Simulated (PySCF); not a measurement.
Ti(Cl)3(NH2) (Cl3H2NTi), SMILES [NH2][Ti]([Cl])([Cl])[Cl], multiplicity 1. Atoms are numbered in the order given.

```xyz
7

Ti     0.1907     0.0283     0.0000
Cl    -0.4939     0.9849    -1.8308
Cl    -0.4939     0.9849     1.8308
Cl    -0.3887    -2.0801     0.0000
N      2.0071     0.1368     0.0000
H      2.5781     0.1467    -0.8434
H      2.5781     0.1467     0.8434
```
Charge 0, spin multiplicity 1.

Geometry optimised at PBE0-D3(BJ)/def2-SVP. The spin state was assumed, not searched. The isomer is the one that the SMILES or the coordinates give; other isomers of the formula were not compared. Other conformers were not sampled.

The numbers are results of HF/def2-TZVP (PySCF), not measurements.

* **total energy**: -2282.80444 hartree
* **point group**: Cs
* **highest occupied level**: -11.80 eV
* **lowest empty level**: 1.14 eV
* **orbital gap**: 12.94 eV
* **dipole moment**: 3.08 D
* **quadrupole, principal values (traceless, Buckingham form, about the centre of nuclear charge)**: -8.25, -2.85, 11.10 D·Å
* **mean static polarisability**: 71.9 bohr³ (10.66 Å³)
* **polarisability, principal values**: 68.2, 72.7, 74.8 bohr³
